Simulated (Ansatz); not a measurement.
Ansatz (a program for electronic structure) job for cyclopropanecarbaldehyde (C4H6O), SMILES C(=O)C1CC1, PBE0/def2-SVPD. Geometry optimised at B3LYP-D3(BJ)/def2-SVP. Other conformers were not sampled.

Ansatz 0.2 input:
```yaml
crystal:
  periodic: [false, false, false]
  atoms:
    - {symbol: O, position_ang: [0.62595864, 1.66153309, -0.00000000]}
    - {symbol: C, position_ang: [-0.47427956, 1.15861260, 0.00000000]}
    - {symbol: C, position_ang: [-0.72026242, -0.30651025, 0.00000000]}
    - {symbol: C, position_ang: [0.28205632, -1.18319282, 0.74263450]}
    - {symbol: C, position_ang: [0.28205631, -1.18319281, -0.74263451]}
    - {symbol: H, position_ang: [-1.39567543, 1.79717916, 0.00000001]}
    - {symbol: H, position_ang: [-1.76951433, -0.61358883, 0.00000002]}
    - {symbol: H, position_ang: [-0.11824505, -2.04939262, 1.27539778]}
    - {symbol: H, position_ang: [1.08829342, -0.64568505, 1.24894760]}
    - {symbol: H, position_ang: [-0.11824507, -2.04939262, -1.27539779]}
    - {symbol: H, position_ang: [1.08829340, -0.64568504, -1.24894762]}
basis:
  gaussian:
    orbitals: def2-SVPD
hamiltonian:
  xc: {name: PBE0}
```

It prints:

```
WARN ansatz: RAYON_NUM_THREADS=1 ignored (pool sized by the plan → 1); use --threads N
Functional definition: PBE0
integrals: 0.07 GiB planned
1245 factors; their error is unknown
mean field: 0.66 GiB planned
mean field evaluation 1: about -6273.9494 eV, gradient 5.4e1 eV
mean field evaluation 2: about -6266.2075 eV, gradient 8.3e1 eV
mean field evaluation 4: about -6280.3307 eV, gradient 4.5e0 eV
mean field evaluation 8: about -6280.3704 eV, gradient 5.8e-2 eV
mean field evaluation 16: about -6280.3370 eV, gradient 2.7e-5 eV
mean field -6280.33697555 eV, -230.7981268861 hartree, gradient 2.7e-5 eV, S^2 0.000000; 0 other end points of the search recorded, 0 dependent functions left out
reference -6280.33700664 eV, -230.7981280288 hartree; 19, 19 occupied and 132, 132 virtual orbitals, 1245 factors
Total energy: -6280.33700664 eV, -230.7981280288 hartree
```

The run converged.
